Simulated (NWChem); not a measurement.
Molecule: C3H5FSi; SMILES C#CC[SiH2]F

```xyz
10

C      0.6861    -2.5452     0.2336
C     -0.0410    -1.6379    -0.1068
C     -0.8831    -0.5184    -0.4831
Si    -0.3312     1.1094     0.2881
F      1.1042     1.5396    -0.3399
H      1.3276    -3.3552     0.5273
H     -1.9290    -0.6927    -0.1704
H     -0.9032    -0.3912    -1.5800
H     -1.3161     2.1733    -0.0585
H     -0.1757     0.9703     1.7604
```
Atoms are numbered in this order, from 1.

Level: PBE0/def2-SVP (NWChem), optimised geometry, unscaled harmonic frequencies. 

```csv
frequency (cm⁻¹),IR intensity (km/mol)
65,0.9
126,0.6
236,5.3
348,10.3
438,23.1
573,37.2
665,5.9
679,46.3
707,38.8
735,43.1
788,16.8
872,20.7
939,223.7
972,181.6
992,3.3
1148,8.8
1195,28.9
1397,9.5
2245,24.1
2255,128.2
2277,106.1
3049,6.8
3108,0.0
3492,83.4
```

| Quantity | Result |
|---|---|
| zero-point energy | 41.9 kcal/mol |
| thermal correction to the enthalpy at 298.15 K (with zero-point energy) | 46.5 kcal/mol |
| heat capacity Cv | 22.1 cal/(mol K) |
| entropy at 298.15 K and 1 atm (symmetry number 1) | 79.6 cal/(mol K) |
| dipole moment | 1.68 D |

Rigid rotor and harmonic oscillator; modes under 100 cm⁻¹ make the entropy uncertain.
